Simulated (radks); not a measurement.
The caesium ion Cs3+, 52 electrons, occupied as [Kr] 4d10 5s2 5p4. Method: Dirac Kohn-Sham, PBE, spin-unpolarised, spherical densities, point nucleus; open shells fill j = l - 1/2 first; computed with a radial shooting solver on a logarithmic mesh with Libxc functionals.

Normalised radial functions P(r) = r R(r) (large component), r in bohr:

r	5p3/2	6s1/2
0.004072	0.0054	0.0421
0.004741	0.0071	0.0463
0.005475	0.0092	0.0504
0.006374	0.0121	0.0546
0.007421	0.0159	0.0586
0.00857	0.0204	0.0617
0.009977	0.0264	0.0642
0.01161	0.0340	0.0653
0.01352	0.0433	0.0647
0.01562	0.0542	0.0618
0.01818	0.0678	0.0560
0.02116	0.0838	0.0467
0.02444	0.1011	0.0342
0.02845	0.1211	0.0172
0.03312	0.1420	-0.0037
0.03825	0.1611	-0.0262
0.04453	0.1785	-0.0512
0.05184	0.1898	-0.0752
0.06036	0.1912	-0.0944
0.0697	0.1794	-0.1047
0.08115	0.1494	-0.1029
0.09447	0.0989	-0.0850
0.1091	0.0326	-0.0520
0.127	-0.0524	-0.0024
0.1479	-0.1429	0.0556
0.1708	-0.2194	0.1079
0.1988	-0.2721	0.1464
0.2314	-0.2770	0.1536
0.2694	-0.2210	0.1200
0.3111	-0.1109	0.0512
0.3622	0.0499	-0.0474
0.4217	0.2238	-0.1471
0.487	0.3599	-0.2133
0.5669	0.4299	-0.2255
0.66	0.3927	-0.1641
0.7622	0.2527	-0.0455
0.8874	0.0173	0.1136
1.033	-0.2619	0.2623
1.203	-0.5278	0.3531
1.389	-0.7208	0.3538
1.617	-0.8287	0.2517
1.882	-0.8257	0.0582
2.174	-0.7325	-0.1712
2.531	-0.5732	-0.4049
2.946	-0.3968	-0.5734
3.402	-0.2487	-0.6380
3.961	-0.1318	-0.5969
4.611	-0.0590	-0.4705
5.368	-0.0218	-0.3130
6.2	-0.0069	-0.1810
7.217	-0.0016	-0.0845
8.402	-0.0003	-0.0320
9.704	0.0000	-0.0103
11.3	0.0000	-0.0024

5p3/2: eigenvalue -38.808 eV, 3 radial nodes at r = 0.116, 0.347, 0.896 bohr, <r> = 1.94 bohr, 90 % of the charge inside 2.80 bohr. 6s1/2 (empty): eigenvalue -18.942 eV, 5 radial nodes at r = 0.0323, 0.128, 0.338, 0.798, 1.96 bohr, <r> = 3.65 bohr, 90 % of the charge inside 5.12 bohr.
